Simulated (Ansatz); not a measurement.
Mulliken charges of CH$_{6}$GeSSi (`C1[SiH2][GeH2][S]1`) from r2SCAN/def2-TZVPP in Ansatz (PBE0-D4/def2-TZVP geometry).

```json
{"atom": "C1", "x (Å)": "-1.062", "y (Å)": "0.652", "z (Å)": "-0.649", "charge (e)": "-0.158"}
{"atom": "Si2", "x (Å)": "-0.394", "y (Å)": "-1.042", "z (Å)": "-0.129", "charge (e)": "0.224"}
{"atom": "Ge3", "x (Å)": "1.400", "y (Å)": "0.165", "z (Å)": "0.829", "charge (e)": "0.183"}
{"atom": "S4", "x (Å)": "0.463", "y (Å)": "1.676", "z (Å)": "-0.561", "charge (e)": "-0.276"}
{"atom": "H5", "x (Å)": "-1.465", "y (Å)": "0.687", "z (Å)": "-1.663", "charge (e)": "0.088"}
{"atom": "H6", "x (Å)": "-1.815", "y (Å)": "1.042", "z (Å)": "0.037", "charge (e)": "0.096"}
{"atom": "H7", "x (Å)": "0.068", "y (Å)": "-1.815", "z (Å)": "-1.311", "charge (e)": "-0.055"}
{"atom": "H8", "x (Å)": "-1.311", "y (Å)": "-1.896", "z (Å)": "0.678", "charge (e)": "-0.078"}
{"atom": "H9", "x (Å)": "1.333", "y (Å)": "0.612", "z (Å)": "2.302", "charge (e)": "-0.017"}
{"atom": "H10", "x (Å)": "2.866", "y (Å)": "-0.132", "z (Å)": "0.472", "charge (e)": "-0.007"}
```

Q: By hand: the dipole of these point charges (1 e Å = 4.8032 D).

A: Σ q r = (-0.039, -0.370, 0.214) e Å, of length 0.429 e Å = 2.06 D.

Q: How does the dipole of the full density compare? (An estimate is asked.)

A: The calculation gave: (-0.177, -0.282, 0.100) e Å, 1.67 D; the point charges give 1.23 times that, at 27° from its direction.

Point charges leave out the atoms' own dipoles, such as those of lone pairs, and Mulliken's split depends on the basis, so the two needn't agree.
